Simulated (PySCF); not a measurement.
Isomers of H2ClFSi2. Isolated molecules, 0 K electronic values unless said otherwise. Strings in code marks are SMILES.

The four lowest singlet excitations (Tamm–Dancoff). Level of theory: TPSSh-D3(BJ)/def2-TZVP // CAM-B3LYP-D3(BJ)/def2-TZVP (PySCF). Excitations are Tamm–Dancoff values on a coarser integration grid. The basis has no diffuse functions, so Rydberg states are missing or too high.

| state | energy (eV) | wavelength (nm) | oscillator strength |
|---|---|---|---|
| S1 | 4.24 | 292 | 0.364 |
| S2 | 4.77 | 260 | 0.005 |
| S3 | 5.00 | 248 | 0.031 |
| S4 | 5.57 | 222 | 0.087 |

### Question
Which member gives these states?
(A) `F/[SiH]=[SiH]/Cl`
(B) `F[Si](=[SiH2])Cl`
(C) `F/[SiH]=[SiH]\Cl`

### Answer
B, `F[Si](=[SiH2])Cl`
